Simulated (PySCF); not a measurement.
C3H7NSi, SMILES C(CC#N)[SiH3], singlet at its GFN2-xTB optimised geometry (Å):

```
12

N      2.7414    -0.0977     0.0000
C      1.5980    -0.0977     0.0000
C      0.1587    -0.0897    -0.0495
C     -0.3262     0.0676    -1.4950
Si    -2.2274     0.0845    -1.6222
H     -0.2039     0.7360     0.5695
H     -0.2083    -1.0263     0.3797
H      0.0835    -0.7470    -2.0957
H      0.0863     0.9908    -1.9072
H     -2.7398     1.1862    -0.8044
H     -2.5999     0.2634    -3.0233
H     -2.7414    -1.1862    -1.1064
```

Calculation: B3LYP/def2-TZVP in PySCF 2.14.0.

Map of the electrostatic potential (hartree/e) on the plane z = 1.5 Å:

```
|======================---------|
|======================---------|
|======================---------|
|======================---------|
|=====================----------|
|===========++++======----------|
|=========++++++++====----------|
|========++++++++++===----::::::|
|=======+++++++++++===---:::::::|
|=======+++++*****++==--::::::::|
|======+++++**###**+==-:::....::|
|======++++**#%%%#*+==-::......:|
|=====+++++**#%@@%**+=-:..  ....|
|=====+++++**#%@@%#*+=-:.     ..|
|=====++++***#%%%%#**+-:.     ..|
|=====++++****##%%##*+-:.      .|
|====+++++****######*+-:.     ..|
|=====+++++***#####*+=-:.     ..|
|=====+++++**##%##**+=-:..   ...|
|=====+++++***####*++=-:........|
|======+++++**###**+==-::......:|
|======+++++******++==-::::.::::|
|=======++++++**+++===--::::::::|
|=======+++++++++++===---:::::::|
|========+++++++++====-----:::::|
|==========++++++=====----------|
|=====================----------|
|=====================----------|
|=====================----------|
|======================---------|
|======================---------|
```
Scale: ten equal steps from -0.051 (start of ' ') to 0.072 (end of '@'), in the order ' .:-=+*#%@'; x runs from -5.00 to 5.00, y from -5.00 (bottom) to 5.00 (top).
